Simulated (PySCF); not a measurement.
ZrF3, SMILES [F][Zr+]([F])[F], charge +1, multiplicity 1. Geometry optimised at PBE-D3(BJ)/def2-TZVP. The multiplicity is an assumed one; other spin states were not compared. The isomer is the one that the SMILES or the coordinates give; other isomers of the formula were not compared. The def2 effective core potentials stand for the cores of Zr; spin–orbit coupling is left out.

Question: Give the equilibrium geometry at PBE-D3(BJ)/def2-TZVP (PySCF confirms it by a frequency run) as Cartesian coordinates in Å, and its point group. (The exact figures need the calculation; the answer reports its results.)

Answer: point group C3v.
```xyz
4

Zr     0.0000     0.0000     0.2614
F      1.5018     0.8670    -0.3872
F      0.0000    -1.7341    -0.3872
F     -1.5018     0.8670    -0.3872
```
Charge +1, spin multiplicity 1.
